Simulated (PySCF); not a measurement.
# Spin states and ions at one geometry of ReOF5

PySCF 2.14.0, RKS r2SCAN, Re def2-SVP with ECP60, O def2-SVP, F def2-SVP; non-relativistic Hamiltonian with scalar-relativistic core potentials where named; density fitting; no spin-orbit coupling; singlets restricted, open shells unrestricted. The geometry is relaxed for charge 0, singlet, vacuum:

```xyz
7

Re    0.0630   -0.0410    0.0412
O     1.2496   -0.7182    1.0410
F    -0.0549    1.5294    0.9968
F    -1.3390   -0.7304    1.0178
F     1.2766    0.7552   -1.0928
F    -1.2694    0.7083   -1.0758
F    -0.0152   -1.4948   -1.0878
```

Energies count from the relaxed state; an electron taken off or put on is at rest in vacuum. Charges and spins are Mulliken's.

```tsv
state	energy (eV)	spin squared	charge on Re1 (e)	spin on Re1 (e)	dipole about the centre of mass (D)
charge 0, singlet, vacuum	0.00	0.00	1.69	0.00	1.14
charge +1, doublet, vacuum	13.94	0.76	1.81	-0.15	1.10
charge -1, doublet, vacuum	-3.69	0.76	1.43	0.89	0.62
```

What does the state charge 0, triplet, vacuum give?

energy (eV) 3.38, spin squared 2.01, charge on Re1 (e) 1.59, spin on Re1 (e) 0.70, dipole about the centre of mass (D) 1.47.

With an electron taken off (doublet) the charges change, summed by element, by Re +0.12 e, O +0.18 e, F +0.70 e. The vertical ionisation energy is 13.94 eV, against −ε(HOMO) = 10.63 eV of the relaxed state. The level lies 3.3 eV too high, as is usual for semilocal functionals and global hybrids, which keep a self-interaction error.

With an electron put on (doublet) the charges change, summed by element, by Re -0.26 e, O -0.16 e, F -0.58 e. The vertical electron affinity is 3.69 eV, against −ε(LUMO) = 7.09 eV of the relaxed state. The basis has no diffuse functions, which an added electron needs.

Open shells may have lower solutions than those found. Hard to converge, so the more doubtful: charge +1, doublet, vacuum.

No frequency check is given that shows the relaxed geometry to be a minimum.
